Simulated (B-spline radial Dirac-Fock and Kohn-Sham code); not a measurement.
**Free-atom binding energies and absorption edges of Cu**

The computed values come from a radial atomic solver: Dirac-Fock energy differences between relaxed states, corrected for Breit and QED terms. The model has no electron correlation.

Two models are given for [Ar] 3d10 4s1. In the first the electron is removed to infinity. In the second it is placed in the 4s shell, so that the atom stays neutral; this mimics a hole screened by valence charge, or the onset of absorption below the ionisation limit. The tabulated edges (Elam, Ravel and Sieber, Radiat. Phys. Chem. 63, 121 (2002)) refer to the element in its standard state, with the Fermi level as zero for a metal.

| level | ionised (eV) | screened (eV) | tabulated (eV) | ionised − table | screened − table |
| --- | --- | --- | --- | --- | --- |
| 1s | 8986.0 | 8978.4 | 8979.0 | +7.0 | -0.6 |
| 2s | 1106.3 | 1098.8 | 1096.7 | +9.6 | +2.1 |
| 2p1/2 | 958.9 | 951.3 | 952.3 | +6.6 | -1.0 |
| 2p3/2 | 938.8 | 931.3 | 932.7 | +6.1 | -1.4 |
| 3p1/2 | 85.64 | 78.00 | 77.30 | +8.3 | +0.7 |
| 3p3/2 | 83.12 | 75.49 | 75.10 | +8.0 | +0.4 |

The screened model lies closer: the mean absolute deviations are 7.6 eV (ionised) and 1.0 eV (screened). Screening lowers the levels by 7.6 eV on average.
